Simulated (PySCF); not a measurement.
**Dipole moment and polarisability of 1-heptanol**

Compound: 1-heptanol, C₇H₁₆O.
Numbering: `[CH3:1][CH2:2][CH2:3][CH2:4][CH2:5][CH2:6][CH2:7][OH:8]` (hydrogens: H9, H10, H11 on C1; H12, H13 on C2; H14, H15 on C3; H16, H17 on C4; H18, H19 on C5; H20, H21 on C6; H22, H23 on C7; H24 on O8)

Structure used (PBE0-D3(BJ)/def2-SVP), in Å, numbered top down from 1:
```
atom  x, y, z in Å
C1    -3.826    0.068   -0.276
C2    -2.388   -0.232   -0.668
C3    -1.400    0.815   -0.166
C4     0.044    0.604   -0.610
C5     0.694   -0.664   -0.064
C6     2.145   -0.862   -0.488
C7     3.125    0.136    0.109
O8     4.446   -0.080   -0.309
H9    -4.518   -0.706   -0.641
H10   -4.160    1.035   -0.687
H11   -3.938    0.123    0.819
H12   -2.108   -1.228   -0.285
H13   -2.309   -0.301   -1.768
H14   -1.736    1.809   -0.508
H15   -1.441    0.852    0.939
H16    0.088    0.584   -1.714
H17    0.635    1.483   -0.304
H18    0.631   -0.656    1.040
H19    0.112   -1.541   -0.388
H20    2.469   -1.878   -0.194
H21    2.232   -0.820   -1.587
H22    3.035    0.120    1.216
H23    2.871    1.160   -0.206
H24    4.686   -0.982   -0.070
```

Level: CAM-B3LYP/def2-SVPD (PySCF), static field, nuclei fixed, core orbitals frozen in the response. The polarisability tensor in these axes (au):

```
x   111.81  -2.81  -0.17
y    -2.81  84.42   0.85
z    -0.17   0.85  81.36
```

Give the principal values, the mean and the anisotropy Δα = √{½[(α1 − α2)² + (α2 − α3)² + (α1 − α3)²]}.

Principal values 81.12, 84.36 and 112.09 au; mean 92.53 au = 13.71 Å³ = 15.26 × 10⁻⁴⁰ C²·m²/J; Δα = 29.49 au (32 % of the mean).

What is the dipole moment, and where does it point?

(-1.28, -1.17, 0.64) D, 1.85 D in size, pointing from the negative to the positive side. Measured along this direction, the outermost atoms are O8 at the negative end and H9 at the positive end.

Sum over states: ᾱ = Σ f/ω², ω in Eh. What share falls to these 10 lowest TDDFT singlets (eV, f)? 7.01, 0.0063; 8.27, 0.0225; 8.39, 0.0057; 8.46, 0.0110; 8.63, 0.0367; 8.69, 0.0058; 8.87, 0.0066; 8.93, 0.0504; 9.03, 0.0027; 9.16, 0.0105.

They add up to 1.58 au, 1.7 % of the 92.53 au; the largest single term is 0.47 au, from the state at 8.93 eV. Terms in order: 0.09, 0.24, 0.06, 0.11, 0.36, 0.06, 0.06, 0.47, 0.02, 0.09 au. Higher excitations give the rest. The strengths listed sum to 0.158.

Along which axes do the principal values lie, and how far do the nuclei extend along each?

Largest value along (0.99, -0.10, -0.01), where the nuclei span 9.18 Å; middle along (0.10, 0.96, 0.27), 3.03 Å; least along (-0.02, -0.27, 0.96), 2.97 Å. 

What molar refraction does this α imply?

Lorentz–Lorenz: R = (4π/3)N_A α = 2.5225 cm³/(mol·Å³) × 13.71 Å³ = 34.6 cm³/mol, in the limit of long wavelengths.

Give the eigenvalues of the traceless quadrupole moment Θ = ½Σq(3rr − r²1), origin at the centre of nuclear charge.

-14.41, 3.39, 11.02 D·Å. The values depend on the origin, since the dipole doesn't vanish. The electronic extent ⟨r²⟩ about the same centre is 2061 bohr², a root-mean-square distance of 2.96 Å for the 66 electrons.

Geometry: PBE0-D3(BJ)/def2-SVP, one conformer, isolated molecule.
